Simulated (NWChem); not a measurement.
System: CH5BClNO; SMILES COB(N)Cl

Input file for NWChem:

```
start job
memory heap 200 mb stack 900 mb global 1100 mb
geometry units angstroms noautosym nocenter noautoz
  B      0.185664    -0.093866     0.000000
  Cl    -0.385761    -1.780646     0.000000
  O     -0.769220     0.869344     0.000000
  C     -0.435672     2.228033     0.000000
  H      0.146251     2.509202    -0.896651
  H     -1.364500     2.815874     0.000000
  H      0.146251     2.509202     0.896651
  N      1.566416     0.153030     0.000000
  H      2.240133    -0.598978     0.000000
  H      1.972181     1.078156     0.000000
end
basis spherical
  * library 6-311g**
end
dft
  xc pbe0
  iterations 150
end
tddft
  cis
  ecut -17.5
  nroots 6
  notriplet
end
task tddft energy
```

Geometry: optimised at PBE0/def2-SVP.

Core excitations by TDA in a window of 1s orbitals, non-relativistic and unshifted: absolute energies depend strongly on the exact-exchange share.

Question: Predict the main results of this run. (PBE0/6-311G** (spherical d), restricted-window TDA.) Quantities: first 1s excitation (eV); dipole oscillator strength of the first; first state with f > 0.002 (eV); dipole oscillator strength of that state.

Answer: 
```yaml
first 1s excitation (eV): 522.1
dipole_oscillator_strength_of_the_first: 0.0139
first state with f > 0.002 (eV): 522.1
dipole_oscillator_strength_of_that_state: 0.0139
```
